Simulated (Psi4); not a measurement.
H4O4Si (SMILES O[Si](O)(O)O), singlet, at a GFN2-xTB geometry; TPSS/pcseg-1 (Psi4 1.11).

Here is a job for Psi4.
```
memory 2 GB

molecule {
0 1
  O     0.71655418    1.18982663   -0.84296995
  Si   -0.00000000   -0.00000000    0.00000000
  O    -1.02814201    0.71678285    1.03386749
  O    -0.68738808   -0.99172487   -1.08798669
  O     0.99897591   -0.91488460    0.89708915
  H     1.01009778    1.96488292   -0.37378436
  H    -1.39938075    0.19534961    1.73906562
  H    -1.15878807   -0.60533841   -1.81976724
  H     1.54807104   -1.55489412    0.45448598
}

set basis pcseg-1
set dft_spherical_points 110

energy('tpss')
print_variables()
```

It wrote (shortened):

```
   => Loading Basis Set <=

    Name: PCSEG-1
    Role: ORBITAL
    Keyword: BASIS

         ---------------------------------------------------------
                                   SCF
               by Justin Turney, Rob Parrish, Andy Simmonett
                          and Daniel G. A. Smith
                              RKS Reference
         ---------------------------------------------------------

  ==> Geometry <==

    Molecular point group: c1
    Full point group: C1

    Geometry (in Angstrom), charge = 0, multiplicity = 1:

       Center              X                  Y                   Z               Mass
    ------------   -----------------  -----------------  -----------------  -----------------
         O            0.716554180000     1.189826628334    -0.842969950000    15.994914619570
         SI          -0.000000000000    -0.000000001666    -0.000000000000    27.976926534650
         O           -1.028142010000     0.716782848334     1.033867490000    15.994914619570
         O           -0.687388080000    -0.991724871666    -1.087986690000    15.994914619570
         O            0.998975910000    -0.914884601666     0.897089150000    15.994914619570
         H            1.010097780000     1.964882918334    -0.373784360000     1.007825032230
         H           -1.399380750000     0.195349608334     1.739065620000     1.007825032230
         H           -1.158788070000    -0.605338411666    -1.819767240000     1.007825032230
         H            1.548071040000    -1.554894121666     0.454485980000     1.007825032230

  Running in c1 symmetry.

  Rotational constants: A =      0.13805  B =      0.13805  C =      0.12578 [cm^-1]
  Rotational constants: A =   4138.53739  B =   4138.53738  C =   3770.68160 [MHz]
  Nuclear repulsion =  270.793384202852792

  Charge       = 0
  Multiplicity = 1
  Electrons    = 50
  Nalpha       = 25
  Nbeta        = 25

  ==> Algorithm <==

  SCF Algorithm Type is DF.
  DIIS enabled.
  MOM disabled.
  Fractional occupation disabled.
  Guess Type is SAD.
  Energy threshold   = 1.00e-06
  Density threshold  = 1.00e-06
  Integral threshold = 1.00e-12

  ==> Primary Basis <==

  Basis Set: PCSEG-1
    Blend: PCSEG-1
    Number of shells: 44
    Number of basis functions: 94
    Number of Cartesian functions: 99
    Spherical Harmonics?: true
    Max angular momentum: 2

  ==> DFT Potential <==

   => LibXC <=

    Version 7.1.2
    S. Lehtola, C. Steigemann, M. J. T. Oliveira, and M. A. L. Marques,  SoftwareX 7, 1–5 (2018) (10.1016/j.softx.2017.11.002)

   => Composite Functional: TPSS <=

    TPSS Meta-GGA XC Functional

    J. Tao, et al., Phys. Rev. Lett., 91, 146401, 2003

    Deriv               =              1
    GGA                 =           TRUE
    Meta                =           TRUE

    Exchange Hybrid     =          FALSE
    MP2 Hybrid          =          FALSE

   => Exchange Functionals <=

    1.0000   XC_MGGA_X_TPSS

   => Correlation Functionals <=

    1.0000   XC_MGGA_C_TPSS

   => LibXC Density Thresholds  <==

    XC_MGGA_C_TPSS:  1.00E-15
    XC_MGGA_X_TPSS:  1.00E-15

   => Molecular Quadrature <=

    Radial Scheme          =       TREUTLER
    Pruning Scheme         =           NONE
    Nuclear Scheme         =       TREUTLER

    Blocking Scheme        =         OCTREE
    BS radius alpha        =              1
    Pruning alpha          =              1
    Radial Points          =             75
    Spherical Points       =            110
    Total Points           =          71302
    Total Blocks           =            615
    Max Points             =            256
    Max Functions          =             92
    Weights Tolerance      =       1.00E-15

   => Loading Basis Set <=

    Name: (PCSEG-1 AUX)
    Role: JKFIT
    Keyword: DF_BASIS_SCF

  ==> Integral Setup <==

  SCF_SUBTYPE=INCORE selected. In-core MEM_DF algorithm will be used.
  Using in-core AOs.

  ==> MemDFJK: Density-Fitted J/K Matrices <==

    J tasked:                   Yes
    K tasked:                    No
    wK tasked:                   No
    Algorithm:                 Core
    Schwarz Cutoff:           1E-12
    Mask sparsity (%):       0.7696
    Fitting Condition:        1E-10

   => Auxiliary Basis Set <=

  Basis Set: (PCSEG-1 AUX)
    Blend: DEF2-UNIVERSAL-JKFIT
    Number of shells: 162
    Number of basis functions: 508
    Number of Cartesian functions: 607
    Spherical Harmonics?: true
    Max angular momentum: 4

  Minimum eigenvalue in the overlap matrix is 2.3891305983E-02.
  Reciprocal condition number of the overlap matrix is 5.4605100538E-03.
    Using symmetric orthogonalization.

  ==> Pre-Iterations <==

  SCF Guess: Superposition of Atomic Densities via on-the-fly atomic UHF (no occupation information).

   -------------------------
    Irrep   Nso     Nmo
   -------------------------
     A         94      94
   -------------------------
    Total      94      94
   -------------------------

  ==> Iterations <==

                           Total Energy        Delta E     RMS |[F,P]|

   @DF-RKS iter SAD:  -592.40365021955085   -5.92404e+02   0.00000e+00
   @DF-RKS iter   1:  -592.26021434456129    1.43436e-01   1.47258e-02 ADIIS/DIIS
   @DF-RKS iter   2:  -590.96218507546291    1.29803e+00   2.39427e-02 ADIIS/DIIS
   @DF-RKS iter   3:  -592.95581147770770   -1.99363e+00   8.48441e-04 ADIIS/DIIS
   @DF-RKS iter   4:  -592.95759604847387   -1.78457e-03   3.53961e-04 ADIIS/DIIS
   @DF-RKS iter   5:  -592.95810139275591   -5.05344e-04   3.79821e-05 DIIS
   @DF-RKS iter   6:  -592.95810649427767   -5.10152e-06   4.10544e-06 DIIS
   @DF-RKS iter   7:  -592.95810656174933   -6.74717e-08   4.05787e-07 DIIS
  Energy and wave function converged.

  ==> Post-Iterations <==

   Electrons on quadrature grid:
      Ntotal   =   50.0016659440 ; deviation = 1.666e-03

    Orbital Energies [Eh]
    ---------------------

    Doubly Occupied:

       1A    -65.726909     2A    -18.880412     3A    -18.880381
       4A    -18.880378     5A    -18.880378     6A     -5.165961
       7A     -3.544272     8A     -3.544272     9A     -3.543799
      10A     -0.978479    11A     -0.941884    12A     -0.941884
      13A     -0.937845    14A     -0.547796    15A     -0.488860
      16A     -0.488860    17A     -0.475483    18A     -0.354352
      19A     -0.331119    20A     -0.325513    21A     -0.325513
      22A     -0.304586    23A     -0.301177    24A     -0.272823
      25A     -0.272823

    Virtual:

      26A     -0.000453    27A      0.051529    28A      0.051529
      29A      0.053473    30A      0.129381    31A      0.129381
      32A      0.138404    33A      0.173082    34A      0.244309
      35A      0.263549    36A      0.263549    37A      0.284660
      38A      0.420635    39A      0.531131    40A      0.594985
      41A      0.594985    42A      0.606752    43A      0.658360
      44A      0.761348    45A      0.788311    46A      0.802794
      47A      0.802794    48A      0.838547    49A      0.895897
      50A      0.895897    51A      0.941690    52A      0.988393
      53A      1.000133    54A      1.000133    55A      1.077298
      56A      1.077298    57A      1.088149    58A      1.116377
      59A      1.444974    60A      1.444974    61A      1.452193
      62A      1.634317    63A      1.649020    64A      1.649020
      65A      1.661963    66A      1.674233    67A      1.839883
      68A      1.868872    69A      1.877054    70A      1.877054
      71A      2.174105    72A      2.174105    73A      2.307362
      74A      2.340988    75A      2.374814    76A      2.374814
      77A      2.435530    78A      2.450942    79A      2.454333
      80A      2.616793    81A      2.616793    82A      2.671643
      83A      2.687486    84A      2.698103    85A      2.717879
      86A      2.717879    87A      2.778118    88A      2.942166
      89A      2.942166    90A      2.992555    91A      3.500310
      92A      3.500310    93A      3.505206    94A      3.509311

    Final Occupation by Irrep:
              A
    DOCC [    25 ]
    NA   [    25 ]
    NB   [    25 ]

  @DF-RKS Final Energy:  -592.95810656174933

   => Energetics <=

    Nuclear Repulsion Energy =            270.7933842028527920
    One-Electron Energy =               -1357.8691887600252812
    Two-Electron Energy =                 551.1916655624531813
    DFT Exchange-Correlation Energy =     -57.0739675670300954
    Empirical Dispersion Energy =           0.0000000000000000
    VV10 Nonlocal Energy =                  0.0000000000000000
    Total Energy =                       -592.9581065617493323

Computation Completed

Properties will be evaluated at   0.000000,   0.000000,   0.000000 [a0]

Properties computed using the SCF density matrix

 Multipole Moments:

 ------------------------------------------------------------------------------------
     Multipole            Electronic (a.u.)      Nuclear  (a.u.)        Total (a.u.)
 ------------------------------------------------------------------------------------

 L = 1.  Multiply by 2.5417464519 to convert [e a0] to [Debye]
 Dipole X            :         -0.0000000            0.0000000           -0.0000000
 Dipole Y            :          0.0000000           -0.0000000           -0.0000000
 Dipole Z            :         -0.0000000           -0.0000000           -0.0000000
 Magnitude           :                                                    0.0000000

 ------------------------------------------------------------------------------------

  Variable Map:
  ----------------------------------------------------------------------------
  "CURRENT ENERGY"              =>    -592.958106561749
  "CURRENT REFERENCE ENERGY"    =>    -592.958106561749
  "DD SOLVATION ENERGY"         =>       0.000000000000
  "DFT FUNCTIONAL TOTAL ENERGY" =>    -592.958106561749
  "DFT TOTAL ENERGY"            =>    -592.958106561749
  "DFT VV10 ENERGY"             =>       0.000000000000
  "DFT XC ENERGY"               =>     -57.073967567030
  "GRID ELECTRONS ALPHA"        =>      25.000832971990
  "GRID ELECTRONS BETA"         =>      25.000832971990
  "GRID ELECTRONS TOTAL"        =>      50.001665943980
  "NUCLEAR REPULSION ENERGY"    =>     270.793384202853
  "ONE-ELECTRON ENERGY"         =>   -1357.869188760025
  "PCM POLARIZATION ENERGY"     =>       0.000000000000
  "PE ENERGY"                   =>       0.000000000000
  "SCF ITERATION ENERGY"        =>    -592.958106561749
  "SCF ITERATIONS"              =>       7.000000000000
  "SCF TOTAL ENERGY"            =>    -592.958106561749
  "TWO-ELECTRON ENERGY"         =>     551.191665562453
  "XC GRID RADIAL POINTS"       =>      75.000000000000
  "XC GRID SPHERICAL POINTS"    =>     110.000000000000
  "XC GRID TOTAL POINTS"        =>   71302.000000000000

  Array Variable Map:
  ----------------------------------------------------------------------------
  "CURRENT DIPOLE"              =>      -0.000000005625 ... -0.000000002068 1 by 3
  "SCF DIPOLE"                  =>      -0.000000005625 ... -0.000000002068 1 by 3
  "SCF TOTAL ENERGIES"          =>    -592.403650219551 ... -592.958106561749 1 by 8
```
